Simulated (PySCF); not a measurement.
**How methods differ on the excitation energy of Zr²⁺**

Zr²⁺ [Kr] 4d2 (3F) → Zr²⁺ [Kr] 4d1 5s1 (3D), as a difference of total energies. All numbers are calculated (PySCF 2.14, the spin-free X2C one-electron Hamiltonian (Gaussian nucleus), in x2c-TZVPPall with one added diffuse shell each of s, p, d, f type (9s7p7d3f1g, 95 functions)). Correlated levels: valence: [Kr] frozen. The calculations carry no spin-orbit coupling.

```json
{"method": "UHF", "excitation energy (eV)": "2.356"}
{"method": "MP2 (valence)", "excitation energy (eV)": "2.340"}
{"method": "SCS-MP2 (valence)", "excitation energy (eV)": "2.350"}
{"method": "CCSD (valence)", "excitation energy (eV)": "2.330"}
```

A first-order spin-orbit estimate (lowest level to lowest level, LS coupling) adds 0.021 eV.

With two correlated electrons CCSD is exact in that space.
